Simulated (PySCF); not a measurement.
CH10N2Si3, SMILES N1[SiH2]C[SiH2][Si@@H]1N. Heavy atoms are numbered as in [NH2:1][Si@@H:2]1[NH:3][SiH2:4][CH2:5][SiH2:6]1. Hydrogens are named by the atom that carries them.

Geometry: PBE0-D3(BJ)/def2-SVP. The structure was generated by enumeration; whether it is a known compound was not checked. Other conformers were not sampled.

Calculation: PySCF with CAM-B3LYP/def2-TZVP.

ESP charges are fitted to the potential on shells at 1.4 to 2.0 van der Waals radii. Atomic charges (e), one atom of each kind:

```csv
atom,Löwdin,meta-Löwdin,ESP fit,Mulliken
N1 (NH2),-0.27,-0.74,-1.18,-0.61
Si2 (SiH),0.02,0.74,0.80,0.38
N3 (NH),-0.20,-0.82,-0.84,-0.51
Si4 (SiH2),0.19,0.77,0.47,0.39
C5 (CH2),-0.51,-0.69,-0.41,-0.46
Si6 (SiH2),0.20,0.37,0.20,0.15
H on N1,0.15,0.23,0.43,0.23
H on Si2,-0.04,-0.13,-0.16,-0.06
H on N3,0.17,0.23,0.38,0.21
H on Si4,-0.05,-0.14,-0.11,-0.07
H on C5,0.15,0.13,0.14,0.14
H on Si6,-0.03,-0.09,-0.08,-0.04
```

Computed Mayer and Wiberg (Löwdin basis) orders of the bonds:
```json
[
 {"bond": "N1–Si2", "Mayer": "1.15", "Wiberg": "1.54"},
 {"bond": "Si2–N3", "Mayer": "1.07", "Wiberg": "1.36"},
 {"bond": "N3–Si4", "Mayer": "1.10", "Wiberg": "1.39"},
 {"bond": "Si4–C5", "Mayer": "0.97", "Wiberg": "1.16"},
 {"bond": "Si2–Si6", "Mayer": "0.95", "Wiberg": "0.99"},
 {"bond": "C5–Si6", "Mayer": "0.95", "Wiberg": "1.17"}
]
```
